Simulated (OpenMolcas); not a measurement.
Pd2+ with 6 ligands (chloride) in octahedral coordination (Oh). A charge of +0.667 e stands 2.6 Å behind each ligand. Ligand basis ANO-RCC-VDZP.

| Item | Value |
| --- | --- |
| Program | OpenMolcas |
| Method | CASSCF |
| Basis | ANO-RCC-VDZP [6s5p3d1f] |
| Scalar Hamiltonian | DKH2, point nucleus |
| Active space | 8 electrons in 5 orbitals (4d) |
| State averaging | 2S+1 = 3 even, 10 roots; 2S+1 = 1 even, 15 roots |
| Spin-orbit coupling | RASSI with atomic mean-field integrals over the reference wave functions |

All ligands move together. At R = 2.62 Å the first state of the same spin is 6545 cm-1, and at R = 2.69 Å it is 5478 cm-1.

Problem. A third run gives 8687 cm-1. What distance was it run at?

Solution. With a power law R^-n the two known points give n = -ln(5478 / 6545) / ln(2.69 / 2.62) = 6.75. Then R = 2.62 × (6545 / 8687)^(1/6.75) = 2.512 Å. The run was at 2.51 Å, so the estimate is off by +0.002 Å.

Without dynamic correlation the repulsion within the d shell is too large (B by tens of per cent), so at a given field states of lower spin stand too high. Real 4d8 and 5d8 ions are as a rule square planar and diamagnetic. With metal d orbitals alone the field can be off either way by tens of per cent. Ligand-to-metal charge-transfer states are missing. With no ligand orbital active B as a rule stays too high, so bands that hang on it stand too high and its fall with covalency is understated. The least metal-like active orbital is 85 % on the metal (Löwdin) and no ligand orbital is active, so the numbers are rough (holds for R = 2.51). No measured value stands beside these numbers; the geometry was imposed, not optimised, and the real ion may take another.
